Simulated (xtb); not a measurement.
xtb job for C3H8BCl, SMILES CC(BCl)C, GFN2-xTB. 

```
$ xtb mol.xyz --gfn 2 --sp --chrg 0 --uhf 0 --json
$ cat mol.xyz
13

B     -0.57902879     0.74115263     0.22149789
Cl     0.62818192     1.70831809    -0.45688213
H     -1.42169623     1.27186138     0.84469004
C     -0.59759618    -0.83422152     0.00772203
C     -0.88386856    -1.58356084     1.31971252
C      0.65418590    -1.41394365    -0.65923621
H     -1.44884481    -1.04213426    -0.65800721
H     -0.98442633    -2.65073037     1.13345697
H     -0.06828367    -1.43589808     2.02389146
H     -1.80132884    -1.22362151     1.77812170
H      0.83588003    -0.93745206    -1.61958708
H      0.54092922    -2.48414890    -0.82195466
H      1.52749518    -1.25469082    -0.03029428
```

It prints:

```
[banner left out]
          |                Calculation Setup                |
           -------------------------------------------------



           -------------------------------------------------
          |                 G F N 2 - x T B                 |
           -------------------------------------------------

        Reference                      10.1021/acs.jctc.8b01176
      * Hamiltonian:
        H0-scaling (s, p, d)           1.850000    2.230000    2.230000
        zeta-weighting                 0.500000
      * Dispersion:
        s8                             2.700000
        a1                             0.520000
        a2                             5.000000
        s9                             5.000000
      * Repulsion:
        kExp                           1.500000    1.000000
        rExp                           1.000000
      * Coulomb:
        alpha                          2.000000
        third order                    shell-resolved
        anisotropic                    true
        a3                             3.000000
        a5                             4.000000
        cn-shift                       1.200000
        cn-exp                         4.000000
        max-rad                        5.000000


          ...................................................
          :                      SETUP                      :
          :.................................................:
          :  # basis functions                  34          :
          :  # atomic orbitals                  33          :
          :  # shells                           19          :
          :  # electrons                        30          :
          :  max. iterations                   250          :
          :  Hamiltonian                  GFN2-xTB          :
          :  restarted?                      false          :
          :  GBSA solvation                  false          :
          :  PC potential                    false          :
          :  electronic temp.          300.0000000     K    :
          :  accuracy                    1.0000000          :
          :  -> integral cutoff          0.2500000E+02      :
          :  -> integral neglect         0.1000000E-07      :
          :  -> SCF convergence          0.1000000E-05 Eh   :
          :  -> wf. convergence          0.1000000E-03 e    :
          :  Broyden damping             0.4000000          :
          :  net charge                          0          :
          :  unpaired electrons                  0          :
          ...................................................

 iter      E             dE          RMSdq      gap      omega  full diag
   1    -16.2704016 -0.162704E+02  0.623E+00    5.87       0.0  T
   2    -16.4388871 -0.168486E+00  0.446E+00    2.80       1.0  T
   3    -16.4687265 -0.298394E-01  0.251E+00    4.29       1.0  T
   4    -16.4801453 -0.114188E-01  0.814E-01    3.58       1.0  T
   5    -16.4858697 -0.572440E-02  0.483E-01    4.12       1.0  T
   6    -16.4884031 -0.253340E-02  0.136E-01    3.94       1.0  T
   7    -16.4884759 -0.727912E-04  0.774E-02    3.91       1.0  T
   8    -16.4884909 -0.150519E-04  0.628E-02    3.89       1.0  T
   9    -16.4885050 -0.140661E-04  0.263E-02    3.90       1.1  T
  10    -16.4885064 -0.133898E-05  0.125E-02    3.90       2.2  T
  11    -16.4885080 -0.161058E-05  0.352E-03    3.90       7.9  T
  12    -16.4885080 -0.643422E-07  0.646E-04    3.90      42.9  T
  13    -16.4885080 -0.493851E-08  0.286E-04    3.90      97.1  T

   *** convergence criteria satisfied after 13 iterations ***

         #    Occupation            Energy/Eh            Energy/eV
      -------------------------------------------------------------
         1        2.0000           -1.0451879             -28.4410
       ...           ...                  ...                  ...
         9        2.0000           -0.4676699             -12.7259
        10        2.0000           -0.4583466             -12.4722
        11        2.0000           -0.4481143             -12.1938
        12        2.0000           -0.4428928             -12.0517
        13        2.0000           -0.4375237             -11.9056
        14        2.0000           -0.4307689             -11.7218
        15        2.0000           -0.3985344             -10.8447 (HOMO)
        16                         -0.2551431              -6.9428 (LUMO)
        17                         -0.0327833              -0.8921
        18                          0.0169552               0.4614
        19                          0.0241084               0.6560
        20                          0.0242744               0.6605
       ...                                ...                  ...
        33                          0.4073812              11.0854
      -------------------------------------------------------------
                  HL-Gap            0.1433913 Eh            3.9019 eV
             Fermi-level           -0.3268388 Eh           -8.8937 eV

 SCC (total)                   0 d,  0 h,  0 min,  0.010 sec
 SCC setup                      ...        0 min,  0.000 sec (  1.016%)
 Dispersion                     ...        0 min,  0.000 sec (  0.642%)
 classical contributions        ...        0 min,  0.000 sec (  0.242%)
 integral evaluation            ...        0 min,  0.001 sec ( 13.097%)
 iterations                     ...        0 min,  0.005 sec ( 53.051%)
 molecular gradient             ...        0 min,  0.003 sec ( 30.705%)
 printout                       ...        0 min,  0.000 sec (  1.131%)

         :::::::::::::::::::::::::::::::::::::::::::::::::::::
         ::                     SUMMARY                     ::
         :::::::::::::::::::::::::::::::::::::::::::::::::::::
         :: total energy             -16.312636235869 Eh    ::
         :: gradient norm              0.000085094924 Eh/a0 ::
         :: HOMO-LUMO gap              3.901876132282 eV    ::
         ::.................................................::
         :: SCC energy               -16.488495928825 Eh    ::
         :: -> isotropic ES            0.028344759637 Eh    ::
         :: -> anisotropic ES          0.003616203797 Eh    ::
         :: -> anisotropic XC          0.004656354375 Eh    ::
         :: -> dispersion             -0.007356576629 Eh    ::
         :: repulsion energy           0.175859692957 Eh    ::
         :: add. restraining           0.000000000000 Eh    ::
         :: total charge               0.000000000000 e     ::
         :::::::::::::::::::::::::::::::::::::::::::::::::::::

           -------------------------------------------------
          |                Property Printout                |
           -------------------------------------------------

    * Orbital Energies and Occupations

         #    Occupation            Energy/Eh            Energy/eV
      -------------------------------------------------------------
         1        2.0000           -1.0451879             -28.4410
       ...           ...                  ...                  ...
         3        2.0000           -0.5892183             -16.0334
         4        2.0000           -0.5615784             -15.2813
         5        2.0000           -0.5257415             -14.3062
         6        2.0000           -0.5091147             -13.8537
         7        2.0000           -0.4955270             -13.4840
         8        2.0000           -0.4886576             -13.2970
         9        2.0000           -0.4676699             -12.7259
        10        2.0000           -0.4583466             -12.4722
        11        2.0000           -0.4481143             -12.1938
        12        2.0000           -0.4428928             -12.0517
        13        2.0000           -0.4375237             -11.9056
        14        2.0000           -0.4307689             -11.7218
        15        2.0000           -0.3985344             -10.8447 (HOMO)
        16                         -0.2551431              -6.9428 (LUMO)
        17                         -0.0327833              -0.8921
        18                          0.0169552               0.4614
        19                          0.0241084               0.6560
        20                          0.0242744               0.6605
        21                          0.0364408               0.9916
        22                          0.0974211               2.6510
        23                          0.1054568               2.8696
        24                          0.1404521               3.8219
        25                          0.1669311               4.5424
        26                          0.1699287               4.6240
       ...                                ...                  ...
        33                          0.4073812              11.0854
      -------------------------------------------------------------
                  HL-Gap            0.1433913 Eh            3.9019 eV
             Fermi-level           -0.3268388 Eh           -8.8937 eV

     #   Z          covCN         q      C6AA      α(0)
     1   5 B        2.661     0.321    16.912     6.922
     2  17 Cl       0.830    -0.205   105.536    15.716
     3   1 H        0.937    -0.079     4.882     3.455
     4   6 C        3.775    -0.092    22.293     6.727
     5   6 C        3.753    -0.107    22.606     6.780
     6   6 C        3.753    -0.107    22.595     6.778
     7   1 H        0.923     0.048     2.340     2.392
     8   1 H        0.925     0.043     2.410     2.428
     9   1 H        0.925     0.035     2.515     2.480
    10   1 H        0.925     0.034     2.534     2.489
    11   1 H        0.925     0.038     2.477     2.461
    12   1 H        0.925     0.035     2.519     2.482
    13   1 H        0.925     0.037     2.491     2.468

 Mol. C6AA /au·bohr⁶  :       1743.724333
 Mol. C8AA /au·bohr⁸  :      45975.291550
 Mol. α(0) /au        :         63.579273


Wiberg/Mayer (AO) data.
largest (>0.10) Wiberg bond orders for each atom

 ---------------------------------------------------------------------------
     #   Z sym  total        # sym  WBO       # sym  WBO       # sym  WBO
 ---------------------------------------------------------------------------
     1   5 B    3.280 --     2 Cl   1.200     4 C    1.030     3 H    0.970
     2  17 Cl   1.256 --     1 B    1.200
     3   1 H    0.994 --     1 B    0.970
     4   6 C    3.985 --     1 B    1.030     6 C    1.009     5 C    0.991
                             7 H    0.932
     5   6 C    3.996 --     4 C    0.991     9 H    0.989    10 H    0.988
                             8 H    0.985
     6   6 C    3.996 --     4 C    1.009    13 H    0.988    12 H    0.987
                            11 H    0.987
     7   1 H    0.998 --     4 C    0.932
     8   1 H    0.998 --     5 C    0.985
     9   1 H    0.999 --     5 C    0.989
    10   1 H    0.999 --     5 C    0.988
    11   1 H    0.999 --     6 C    0.987
    12   1 H    0.999 --     6 C    0.987
    13   1 H    0.999 --     6 C    0.988
 ---------------------------------------------------------------------------

Topologies differ in total number of bonds
Writing topology from bond orders to xtbtopo.mol

molecular dipole:
                 x           y           z       tot (Debye)
 q only:       -0.360      -0.454       0.156
   full:       -0.355      -0.473       0.136       1.541
molecular quadrupole (traceless):
                xx          xy          yy          xz          yz          zz
 q only:        0.607      -1.052      -1.499       0.542       0.599       0.892
  q+dip:        0.253      -1.683      -0.950       1.365       1.621       0.697
   full:        0.261      -1.376      -1.696       1.943       0.954       1.435
Note: The following floating-point exceptions are signalling: IEEE_UNDERFLOW_FLAG IEEE_DENORMAL
normal termination of xtb


           -------------------------------------------------
          | TOTAL ENERGY              -16.312636235869 Eh   |
          | GRADIENT NORM               0.000085094924 Eh/α |
          | HOMO-LUMO GAP               3.901876132282 eV   |
           -------------------------------------------------

------------------------------------------------------------------------
------------------------------------------------------------------------
 total:
 SCF:
```

The calculation finished and met its thresholds.

Cost: very roughly 0.04 core-seconds.
